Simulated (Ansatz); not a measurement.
Ag₂S⁻. The state is a doublet with charge -1. Geometry PBE-D4/def2-TZVP, that of the neutral singlet; atoms count from 1.

Cartesian coordinates in Å:
```
Ag 1.458 0.595 -0.290
Ag -0.812 -0.559 1.262
S -0.646 -0.035 -0.972
```

In the def2 sets Ag takes a core potential; there is no spin–orbit coupling. The highest occupied level of the charge -1 doublet lies above zero (up to 0.23 eV). By energy differences its removal costs 1.20 eV (vertical, to the charge 0 singlet, at PBE0-D4/def2-TZVPD); a positive level beside a positive removal energy at the same level points to self-interaction error. The structure comes from a short search, and lower isomers may exist.

(1) Estimate the Mulliken populations from the PBE0/def2-TZVPD orbitals of Ansatz.

(2) Where does the spin sit?

(3) And the Mayer bond orders between bonded heavy atoms (over 0.3)?

Results:

(1) 
| atom | charge (e) | spin (α − β) | d electrons |
| --- | --- | --- | --- |
| Ag1 | -0.22 | 0.40 | 9.86 |
| Ag2 | -0.22 | 0.40 | 9.86 |
| S3 | -0.55 | 0.20 | – |
Mulliken values and Mayer orders depend strongly on the basis. With diffuse functions, as here, like atoms can get unlike values, and bond orders can come out too low or too high.

(2) Summed by element: Ag 0.80, S 0.20, of 1 unpaired in all. Largest on single atoms: Ag1 0.40, Ag2 0.40, S3 0.20.

(3) Ag1–Ag2 0.67 (2.98 Å); Ag1–S3 0.90 (2.30 Å); Ag2–S3 0.90 (2.30 Å).
